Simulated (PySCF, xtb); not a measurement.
H₅Si, SMILES [SiH5-], charge -1.

Harmonic wavenumbers (cm⁻¹) from GFN2-xTB (xtb) at its own minimum, in rising order: 473, 473, 726, 924, 924, 1037, 1173, 1187, 1187, 1875, 1896, 1896.

### Question
What does PBE-D3(BJ)/def2-TZVPD (PySCF 2.14.0) give at its own minimum? (Estimate from the structure and the level; the computed values follow.)

### Answer
480, 480, 924, 979, 979, 1146, 1146, 1307, 1449, 1868, 1868, 1890. Paired by order, the mean absolute difference is 73 cm⁻¹ and the zero-point energies are 19.7 and 20.8 kcal/mol.
